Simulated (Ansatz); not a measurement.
The cluster Li6H5. Charge 0, multiplicity 2. Geometry r2SCAN-D4/def2-TZVP.

```
atom   x (Å)   y (Å)   z (Å)
 Li1   0.006   0.761   2.028
 Li2  -0.276   1.171  -1.420
 Li3  -0.839  -0.845  -0.210
 Li4   1.984  -0.865   0.399
 Li5   1.538  -1.232  -2.186
 Li6  -2.216   1.709   0.965
  H7   2.605  -1.699  -0.963
  H8  -0.017  -0.576  -1.832
  H9   0.375  -0.749   1.147
 H10  -1.449   1.562   2.460
 H11  -1.711   0.764  -0.387
```

Another isomer (doublet) lies 0.70 eV lower at PBE0-D4/def2-TZVP; other spin states weren't run for this one.

Q: Estimate the α-spin orbital energies around the gap (eV) in Ansatz with PBE-D4/def2-TZVP, r2SCAN-D4/def2-TZVP, PBE0-D4/def2-TZVP, CAM-B3LYP-D4/def2-TZVP.

A: 
| orbital | PBE-D4/def2-TZVP | r2SCAN-D4/def2-TZVP | PBE0-D4/def2-TZVP | CAM-B3LYP-D4/def2-TZVP |
| --- | --- | --- | --- | --- |
| HOMO−5 | -7.50 | -7.79 | -8.89 | -10.43 |
| HOMO−4 | -6.38 | -6.64 | -7.61 | -9.05 |
| HOMO−3 | -6.33 | -6.58 | -7.56 | -8.99 |
| HOMO−2 | -5.42 | -5.65 | -6.63 | -8.08 |
| HOMO−1 | -5.33 | -5.56 | -6.51 | -7.94 |
| HOMO | -2.54 | -2.56 | -3.02 | -3.68 |
| LUMO | -1.37 | -1.08 | -0.84 | -0.12 |
| LUMO+1 | -1.12 | -0.79 | -0.56 | 0.17 |
| LUMO+2 | -1.05 | -0.74 | -0.49 | 0.25 |
| LUMO+3 | -0.65 | -0.21 | -0.12 | 0.56 |
| LUMO+4 | -0.54 | -0.07 | -0.02 | 0.68 |
| LUMO+5 | -0.36 | 0.23 | 0.17 | 0.82 |
| β HOMO | -5.31 | -5.54 | -6.50 | -7.92 |
| β LUMO | -1.71 | -1.32 | -1.12 | -0.51 |
